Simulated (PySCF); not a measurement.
# Radial density of Mg²⁺ (magnesium, charge +2)

M06, [Ne], closed-shell 1S. Computed with PySCF 2.14 in def2-TZVPPD (5s5p3d, 35 functions), with the non-relativistic Hamiltonian (point nucleus).

| r (bohr) | 4πr²ρ (e/bohr) |
| --- | --- |
| 0.00255 | 0.08393 |
| 0.00430 | 0.2287 |
| 0.00723 | 0.6011 |
| 0.0122 | 1.514 |
| 0.0204 | 3.509 |
| 0.0344 | 7.132 |
| 0.0578 | 11.59 |
| 0.0973 | 13.17 |
| 0.164 | 9.396 |
| 0.275 | 7.650 |
| 0.463 | 10.97 |
| 0.779 | 7.728 |
| 1.31 | 1.582 |
| 2.20 | 0.06122 |
| 3.71 | 9.071e-05 |
